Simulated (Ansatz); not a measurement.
ITl, charge +1, doublet, geometry from GFN2-xTB (such geometries of metal compounds can be far from the true shape) (a state made from the parent by changing its charge; the spin is typed, not shown lowest) (core potentials on I, Tl); SC-NEVPT2/def2-SVP, CASSCF(3,5) (Ansatz, an electronic-structure program).

Input for Ansatz:
Ansatz 0.2 input:
```yaml
crystal:
  periodic: [false, false, false]
  atoms:
    - {symbol: Tl, position_ang: [-0.00000000, -0.00000000, -1.39728032]}
    - {symbol: I, position_ang: [0.00000000, 0.00000000, 2.13546614]}
basis:
  gaussian:
    orbitals: def2-SVP
total_charge: 1
correlation: {method: sc_nevpt2, electrons: all, active_space: {window: {electrons: 3, orbitals: 5}}}
magnetization: {spin_polarized: false, initial_magnetization: 1}
```

What the program printed (banner, timings and long lists left out):

```
Functional definition: HF
687 factors; integrals over basis functions are off by at most 2.3e-4 eV
mean field evaluation 1: about -12729.6930 eV, gradient 2.0e1 eV
mean field evaluation 2: about -12729.7053 eV, gradient 2.0e1 eV
mean field evaluation 4: about -12733.9416 eV, gradient 3.5e0 eV
mean field evaluation 8: about -12734.1254 eV, gradient 2.4e-1 eV
mean field evaluation 16: about -12734.1575 eV, gradient 3.6e-1 eV
mean field evaluation 32: about -12734.4833 eV, gradient 4.8e-4 eV
mean field evaluation 64: about -12733.7671 eV, gradient 5.4e0 eV
mean field evaluation 96: about -12734.1237 eV, gradient 7.0e-1 eV
mean field -12734.48331722 eV, -467.9836301649 hartree, gradient 7.5e-7 eV, S^2 0.750000; 9 other end points of the search recorded, 0 dependent functions left out
reference -12734.48331722 eV, -467.9836301649 hartree; 23, 22 occupied and 29, 30 virtual orbitals, 687 factors
state -12735.12270501 eV, -468.0071272331 hartree
state -12735.12270501 eV, -468.0071272331 hartree; corrected -12739.53734307 eV, -468.1693621893 hartree
state -12734.91562038 eV, -467.9995170130 hartree
state -12734.91562038 eV, -467.9995170130 hartree; corrected -12739.31506202 eV, -468.1611935114 hartree
state -12735.12270501 eV, -468.0071272331 hartree; corrected -12739.53734307 eV, -468.1693621893 hartree
Total energy: -12739.53734307 eV, -468.1693621893 hartree
```
